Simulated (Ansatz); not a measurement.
System: sum formula BOBr2, charge 0, multiplicity 2. It need not be the lowest isomer of its formula. 
Geometry from a B3LYP-D3(BJ)/def2-TZVP (Ansatz, an electronic-structure program) optimisation:
```xyz
4

O     -0.1155     1.9195    -0.0992
B     -0.0374     0.6213    -0.0321
Br     1.7215    -0.1595     0.0464
Br    -1.6898    -0.3681    -0.0192
```
Charge 0, spin multiplicity 2.

Total electronic energies in hartree. Correlated levels leave the core frozen unless marked. Open shells are spin-unrestricted. No spin-orbit coupling. The frozen core is the preceding noble-gas configuration, with the filled d and f shells of earlier blocks. No relativistic terms. CBS(X,Y): correlation extrapolated as X^-3; Hartree-Fock from the larger set (for Q and 5 zeta extrapolated as (X+1)exp(-9√X)).

| level | program | energy (Eh) |
|---|---|---|
| HF/aug-cc-pVTZ | Ansatz | -5244.58910 |
| revPBE/def2-TZVPD | Ansatz | -5248.01188 |
| PBE0/STO-3G | Ansatz | -5190.28253 |
| MP2/cc-pVDZ | Ansatz | -5244.85239 |
| SCS-MP2/aug-cc-pVDZ | Ansatz | -5244.86911 |
| SCS-MP2/aug-cc-pVQZ | Ansatz | -5245.25562 |
| CCSD(T)/aug-cc-pVTZ | Ansatz | -5245.26777 |
| CCSD(T)/aug-cc-pVQZ | Ansatz | -5245.33002 |
| CCSD(T)/CBS(cc-pVQZ,cc-pV5Z) | Ansatz | -5245.3682 |

Totals of different functionals don't rank their quality; only differences between species are comparable.
